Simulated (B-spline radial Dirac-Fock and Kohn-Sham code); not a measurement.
# Cr²⁺ 2s: cross section and angular parameters

System: the Cr²⁺ ion in the configuration [Ar] 3d4; threshold 711.1 eV (orbital energy of the model). Model: Dirac-Hartree-Slater photoionisation with a Latter tail; cross sections with all multipoles, angular parameters from the dipole term and its interference with E2. Program: a radial atomic solver.

The run's input, task.json:

```json
{"items": [{
  "Z": 24,
  "q": 2,
  "cfg": [[1, 0, 2], [2, 0, 2], [2, 1, 6], [3, 0, 2], [3, 1, 6], [3, 2, 4]],
  "A": 52,
  "rrms": 3.6452,
  "do": "xps",
  "hv": [60, 69.7, 80, 94.8, 98.2, 156.0, 161.0, 163.0, 200, 206.0, 214.0, 252.0, 300, 322.0, 441.0, 544.0, 600, 1470.0, 1760.0, 2000, 2080.0, 2640.0, 2810.0, 4460.0, 5600.0, 8047.8, 9250.0, 9251.7, 11700.0, 12300.0]
}]}
```

Command: `python xray2_run.py task.json out`

```tsv
hν (eV)	σ (kb)	β	γ
1470	54.4	2.000	-0.053
1760	39.0	2.000	-0.011
2000	30.5	2.000	0.043
2080	28.2	2.000	0.062
2640	17.4	2.000	0.211
2810	?	?	?
4460	5.52	2.000	0.670
5600	3.24	2.000	0.915
8047.8	1.34	1.999	1.355
9250	0.943	1.999	1.543
9251.7	0.942	1.999	1.543
11700	0.514	1.999	1.885
12300	0.450	1.999	1.962
```

Q: Give the values at 2810 eV.

A: σ = 15.3 kb, β = 2.000, γ = 0.258. For an s subshell δ is negligible.

Values without a named source are computed, but for edge energies of neutral atoms, which are taken from tables.
